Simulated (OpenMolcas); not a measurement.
Ti3+ with 6 ligands (fluoride) in octahedral coordination (Oh). A charge of +0.5 e stands 2.6 Å behind each ligand. Ligand basis ANO-RCC-VDZP.

- Program: OpenMolcas
- Method: SS-CASPT2, IPEA 0.25 Eh, imaginary shift 0.1 Eh (closed shells correlated: 3s 3p and the ligand valence shells)
- Basis: ANO-RCC-VDZP [5s4p2d1f]
- Scalar Hamiltonian: DKH2, point nucleus
- Active space: 1 electron in 5 orbitals (3d)
- State averaging: 2S+1 = 2 even, 5 roots
- Spin-orbit coupling: RASSI with atomic mean-field integrals over the reference wave functions

All ligands move together. At R = 1.93 Å |10Dq| is 18400 cm-1, and at R = 1.98 Å it is 16183 cm-1.

**Question.** A third run gives 12385 cm-1. What distance was it run at?

**Answer.** With a power law R^-n the two known points give n = -ln(16183 / 18400) / ln(1.98 / 1.93) = 5.02. Then R = 1.93 × (18400 / 12385)^(1/5.02) = 2.088 Å. The run was at 2.09 Å, so the estimate is off by -0.002 Å.

Roots that are degenerate in the reference are averaged as groups; the widest CASPT2 spread within a group is 110 cm-1 (the 3-fold group of multiplicity 2 near 0 cm-1 above the lowest state of its run, R = 1.93). Shifts and gaps below about the spread of the groups concerned are not significant. Over all roots computed the reference weight is 0.72 in R = 1.93, 0.72 in R = 1.98, 0.72 in R = 2.09; a low but even weight reflects the number of correlated electrons. An orbital triplet at a regular site is open to Jahn-Teller coupling, which can distort the site and quench the lowest spin-orbit gaps and is left out. Ligand-to-metal charge-transfer states are missing. With one d shell and no ligand orbital active, 10Dq can be off by a tenth or more. Free-ion shares, where given, are those of the reference states; single-state CASPT2 does not remix them (holds for R = 2.09). No measured value stands beside these numbers; the geometry is a model, was not optimised and need not be the one that this ion takes.
